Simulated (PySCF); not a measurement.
Compound: C₆H₈FO (doublet state).
Z-matrix (Å and degrees, GFN2-xTB geometry), rows numbered from 1:
```
C 
C   1  1.3765
C   2  1.3844  1  123.18
C   3  1.4885  2  123.42  1   175.43
C   4  1.5237  3  109.54  2   -12.67
F   5  1.3794  4  110.35  3   163.24
C   5  1.5291  4  108.79  3    43.34
O   2  1.3755  1  115.62  3   178.87
H   1  1.0715  2  120.72  3    -1.18
H   1  1.0722  2  120.13  3  -179.69
H   3  1.0762  2  118.58  1    -3.25
H   4  1.0940  3  110.46  2  -135.06
H   4  1.0984  3  110.82  2   106.96
H   5  1.0972  4  111.57  3   -78.43
H   7  1.0995  5  108.87  4    58.13
H   7  1.0924  5  111.00  4   178.08
```

The hyperfine couplings belong to this conformer and change with its torsions.

The species is `C=C1[CH]C[C@H](F)CO1` [radical].

Method used: UKS B3LYP, pcH-1 on C F H O, non-relativistic, mean-field spin-orbit, GIAO in PySCF. Geometry: GFN2-xTB, one conformer, isolated molecule. Couplings are sensitive to structure, and on GFN2-xTB geometries they can be far from those on DFT ones. No stability test was run, so a lower SCF solution isn't excluded. ⟨S²⟩ is 0.776 where a pure state has 0.75.

Principal values of hyperfine tensors in MHz (contact and dipolar terms together), for some of the nuclei:

```
atom  isotope      A1      A2      A3
 H13       1H   86.35   87.75   95.96
  C1      13C    1.42    3.04  160.43
  C3      13C    3.65    4.89  155.10
  C2      13C  -79.06  -39.59  -35.19
 H12       1H   46.03   46.62   55.06
 H10       1H  -68.97  -43.10  -16.32
  H9       1H  -63.52  -42.39  -16.39
 H11       1H  -59.01  -40.66  -15.64
```

**Question.** Split each tensor into its isotropic and traceless parts, and turn a_iso into mT with g = 2.0026.

**Answer.** a_iso = (A1 + A2 + A3)/3, Ti = Ai − a_iso; 1 mT corresponds to 28.028 MHz.

| atom | a_iso (MHz) | a_iso (mT) | T1 | T2 | T3 |
| --- | --- | --- | --- | --- | --- |
| H13 | 90.02 | 3.212 | -3.67 | -2.27 | 5.94 |
| C1 | 54.96 | 1.961 | -53.54 | -51.93 | 105.46 |
| C3 | 54.55 | 1.946 | -50.89 | -49.66 | 100.55 |
| C2 | -51.28 | -1.830 | -27.78 | 11.69 | 16.09 |
| H12 | 49.24 | 1.757 | -3.20 | -2.62 | 5.82 |
| H10 | -42.80 | -1.527 | -26.18 | -0.30 | 26.48 |
| H9 | -40.77 | -1.455 | -22.75 | -1.62 | 24.37 |
| H11 | -38.44 | -1.371 | -20.57 | -2.22 | 22.79 |

**Question.** What spin density at the nucleus of H11 lies behind its contact coupling (g_N = 5.58569)?

**Answer.** a_FC = 800.24 MHz bohr³ × g_N × ρ(0)/(2S). With a_FC = -38.44 MHz and 2S = 1, ρ(0) = -0.008599 bohr⁻³. In magnitude that is 2.7 % of the 1/π = 0.318 of a free hydrogen atom.

**Question.** C4 (13C, g_N = 1.40482) isn't in the table. Its spin density at the nucleus is -0.01907 bohr⁻³. What is its contact coupling?

**Answer.** By the same relation, a_FC = -21.4 MHz. Its full tensor has the principal values -23.04, -20.74, -20.53 MHz.

**Question.** What first-order splitting does C1 cause when the field lies along A1, A2 or A3 of its tensor (g taken as isotropic, no quadrupole term)?

**Answer.** 2 lines (I = 1/2), spaced by |A_i|/(g × 13.996): 0.05, 0.11, 5.72 mT along the axes of A1, A2 and A3.

Hardware: one thread of an Arm Neoverse V2, no GPU (shared host). Cost: 64 s of wall time (with the writing of density and orbital grids), 0.97 GiB resident at most.
